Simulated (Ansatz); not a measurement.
C2H6FNSi can be A, `CN1C[SiH]1F`, or B, `C[SiH2]/N=C/F`.

Gas-phase electronic energies from Ansatz, PBE0-D4/def2-TZVP geometries. CCSD(T)/CBS adds triple-zeta CCSD(T) − MP2 to the extrapolated MP2 energy (def2 sets, frozen cores). DFT in def2-TZVPP. One conformer a species, not always the lowest.

Which isomer does CCSD(T)/CBS put lower? Give the gap. (Best estimate.)

The calculation gave: A, by 34.6 kJ/mol.

Give E(B) − E(A) in kJ/mol with MP2/def2-TZVPP, LDA (SPW92), CCSD/def2-TZVPP, CCSD(T)/def2-TZVPP, PBE-D4, CCSD(T)/def2-SVP, r2SCAN-D4. (An estimate is asked.)

Ansatz gave: MP2/def2-TZVPP 39.0, LDA (SPW92) 44.9, CCSD/def2-TZVPP 28.9, CCSD(T)/def2-TZVPP 27.0, PBE-D4 26.3, CCSD(T)/def2-SVP 7.6, r2SCAN-D4 26.8. None reverses the order clearly.

Does the order hold for the free energy at 298.15 K (harmonic terms from PBE0-D4)? (An estimate is asked.)

Computed: Yes: G(B) − G(A) = +21.8 kJ/mol, for one conformer each. Modes under 60 cm⁻¹, often nearly free rotors, make the harmonic entropy too high.

Largest T1 diagnostic: 0.013.

From PBE to PBE0 (25 % exact exchange), in def2-TZVPP and without D4, E(B) − E(A) moves by +7.9 kJ/mol. At CCSD(T), def2-SVP lies −27.0 kJ/mol from the extrapolated value and def2-TZVPP −7.6 kJ/mol.
